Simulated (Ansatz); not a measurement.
C3H10NO3Ta, SMILES `C[O][Ta](=[NH])([O]C)[O]C`, relaxed with RKS PBE0-D4/def2-TZVP in Ansatz 0.2.0 from a PBE-D4/def2-SVP geometry. The force threshold is 0.005 eV/Å; the program also tests the step.

The species carries charge 0 and has multiplicity 1. Ta takes the def2 core potential.

Start:

```xyz
18

C     1.167   -1.382    2.631
O     0.623   -0.382    1.810
Ta    0.000    0.045    0.043
N     0.208   -1.382   -1.020
O     1.024    1.494   -0.690
C     1.869    1.880   -1.741
O    -1.865    0.498    0.087
C    -3.138    0.170   -0.402
H     2.074   -1.839    2.173
H     1.458   -0.947    3.613
H     0.429   -2.194    2.820
H     0.329   -2.201   -1.616
H     2.051    1.042   -2.452
H     2.852    2.218   -1.342
H     1.421    2.727   -2.307
H    -3.564    1.023   -0.977
H    -3.107   -0.719   -1.071
H    -3.830   -0.051    0.441
```

```csv
step,energy (eV),largest force (eV/Å),largest move (Å)
1,-12453.6906,0.581,0.000
2,-12453.7797,0.319,0.054
3,-12453.7862,0.028,0.016
4,-12453.7864,0.017,0.016
5 (rejected),-12453.7801,0.401,0.173
6,-12453.7870,0.061,0.048
7 (rejected),-12453.7867,0.169,0.100
8 (rejected),-12453.7852,0.243,0.050
9,-12453.7875,0.006,0.024
10,-12453.7882,0.037,0.048
11,-12453.7889,0.122,0.073
13,-12453.7912,0.157,0.093
15 (rejected),-12453.7893,0.503,0.099
17 (rejected),-12453.7919,0.400,0.035
19,-12453.7958,0.037,0.049
21,-12453.7970,0.187,0.092
23,-12453.7992,0.004,0.036
25,-12453.7998,0.024,0.009
27,-12453.8000,0.019,0.034
29,-12453.8001,0.005,0.010
31,-12453.8001,0.003,0.004
```

End:

```xyz
18

C     1.130   -1.369    2.593
O     0.573   -0.370    1.793
Ta   -0.008    0.043    0.032
N     0.250   -1.368   -1.013
O     0.989    1.512   -0.646
C     1.859    1.915   -1.661
O    -1.858    0.476    0.050
C    -3.108    0.107   -0.448
H     1.319   -2.279    2.015
H     2.077   -1.021    3.019
H     0.450   -1.610    3.417
H     0.397   -2.167   -1.605
H     2.068    1.092   -2.352
H     2.803    2.260   -1.228
H     1.416    2.743   -2.224
H    -3.544    0.937   -1.014
H    -3.030   -0.764   -1.107
H    -3.782   -0.137    0.379
```

It took 43 s on 4 threads of an AMD EPYC 7R13 on a shared host and a share of an NVIDIA H100 80 GB, with 0.97 GiB of host memory at the peak.
